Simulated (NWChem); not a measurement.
Species: SiH4TeO; SMILES O[Te][SiH3]

```xyz
7

Te     0.3271     0.5041    -0.0045
O     -1.6390     0.9496    -0.0671
H     -1.9180     1.0364     0.8538
Si    -0.1053    -1.9638    -0.0054
H      1.2361    -2.6228     0.0304
H     -0.8448    -2.3697    -1.2349
H     -0.8954    -2.3595     1.1979
```
Atoms are numbered in this order, from 1.

Results from NWChem. All runs use the structure optimised with PBE0/def2-SVP (def2 core potentials past Kr).

**Question.** Predict the results for PBE/STO-3G, non-relativistic. Quantities: highest occupied level (eV); orbital gap (eV); dipole (D).

**Answer.** 
| Quantity | Value |
|---|---|
| highest occupied level (eV) | -2.51 |
| orbital gap (eV) | 3.83 |
| dipole (D) | 2.01 |
